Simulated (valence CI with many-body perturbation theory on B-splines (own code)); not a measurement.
## Forbidden lines of Pr27+

Method: valence CI with perturbative core correlation (CI+MBPT): four valence electrons over a frozen Dirac-Fock core [Ar] 3d10, a basis of 11 s, 11 p, 9 d, 7 f, 5 g, 2 h, 1 i functions for each j, with the one-electron correlation potential Σ1 (screened to all orders), the two-electron term Σ2, the three-electron term Σ3, Breit, model QED; selected single and double excitations, second order for the rest (own B-spline code, finite nucleus).

No measured spectrum was set against this ion. As an estimate, large intervals hold to a few tenths of a per cent, small ones and those within an open d or f shell to about a per cent.

Lines 1 to 11 of 11 in falling wavelength, among levels below 1987200 cm⁻¹, chosen from the decays that carry over 1 % of a level's rate. Wavelengths and rates use the calculated energies. Electric multipoles are in the length gauge, E1 and E2 with the static RPA response of the core. S is in atomic units (e²a₀⁴ for E2 and M2, e²a₀⁶ for E3), for M1 in squared Bohr magnetons. Weak lines are less certain than strong ones. Lines between different terms over intervals too small for the method are left out, as are lines whose strength nearly cancels.

Levels are named by their leading jj configuration (3d3/2^4 stands for four electrons in 3d with j = 3/2), which in mixed levels can hold well under half, so a name can repeat and another be missing.

```tsv
λ vac (Å)	Upper	Lower	Type	A (s⁻¹)	S (a.u.)
4227	(4s^2 4p1/2 4p3/2) J=2	(4s^2 4p1/2 4p3/2) J=1	M1	7.42e+01	1.04e+00
567.9	(4s^2 4p3/2 4d5/2) J=4	(4s^2 4p1/2 4d5/2) J=3	M1	8.23e+04	5.03e+00
503.9	(4s^2 4p1/2 4p3/2) J=1	(4s^2 4p1/2^2) J=0	M1	1.05e+05	1.49e+00
462.2	(4s^2 4p3/2^2) J=2	(4s^2 4p1/2 4p3/2) J=2	M1	9.90e+04	1.81e+00
450.3	(4s^2 4p1/2 4p3/2) J=2	(4s^2 4p1/2^2) J=0	E2	1.06e+03	8.78e-02
416.6	(4s^2 4p3/2^2) J=2	(4s^2 4p1/2 4p3/2) J=1	M1	1.09e+05	1.46e+00
369.8	(4s^2 4p3/2^2) J=0	(4s^2 4p1/2 4p3/2) J=2	E2	7.89e+03	4.88e-02
340.1	(4s^2 4p3/2^2) J=0	(4s^2 4p1/2 4p3/2) J=1	M1	3.41e+05	4.97e-01
260.3	(4s^2 4p3/2 4d5/2) J=4	(4s 4p1/2 4p3/2^2) J=3	M1	4.97e+03	2.93e-02
162.6	(4s^2 4p3/2 4d5/2) J=4	(4s 4p1/2^2 4p3/2) J=2	E2	4.14e+03	3.78e-03
116.5	(4s^2 4p3/2 4d5/2) J=4	(4s^2 4p3/2^2) J=2	M2	1.15e+03	1.99e-04
```
